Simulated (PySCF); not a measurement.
Task: Give a GFN2-xTB geometry of `C=NCC(=C)C(=C)N=C`.

Result: 
```xyz
19
C7H10N2 angstrom
C      2.9261    0.1249    0.9060
N      1.7928   -0.4007    0.9100
C      1.2784   -1.0130   -0.2823
C      0.0698   -0.2542   -0.7784
C      0.0831    0.3296   -1.9739
C     -1.1027   -0.1638    0.1010
C     -1.1776   -0.7230    1.3147
N     -2.2065    0.4593   -0.4746
C     -2.8818    1.3319    0.1185
H      3.2829    0.5869    1.8147
H      3.5992    0.1468    0.0396
H      2.0305   -1.0587   -1.0864
H      0.9777   -2.0325   -0.0188
H     -0.7760    0.8624   -2.3419
H      0.9405    0.2777   -2.6236
H     -2.0800   -0.6463    1.8981
H     -0.3658   -1.2808    1.7390
H     -3.7601    1.7253   -0.3750
H     -2.6404    1.7374    1.1059
```

Orientation and origin are arbitrary. Atoms count from 1 in this order. The 4 C–N bonds span 1.249 Å (C1=N2, drawn double) to 1.436 Å (N2–C3, drawn single), a spread of 0.187 Å. N2 (imine nitrogen) is bent (angle 120.1°). The C–C distances run from 1.331 Å (C4=C5, drawn double) to 1.511 Å (C3–C4, drawn single), a spread of 0.180 Å. Of the pairs four or more bonds apart, N8···H14 is among the closest relative to their van der Waals radii: 2.39 Å, 87 % of the sum of Bondi's values.

Bonds between heavy atoms (Å): C1=N2 1.249, N2–C3 1.436, C3–C4 1.511, C4=C5 1.331, C4–C6 1.468, C6=C7 1.338, C6–N8 1.392, N8=C9 1.253.

Computed geometry: GFN2-xTB, gas phase.

Point group: C1 (no symmetry element, even within 0.4 Å). Not checked by GFN2-xTB frequencies. One conformer, not necessarily the lowest (C1–N2–C3–C4 -115°, N2–C3–C4–C5 118°, C3–C4–C6–C7 -1°, C4–C6–N8–C9 -134°).
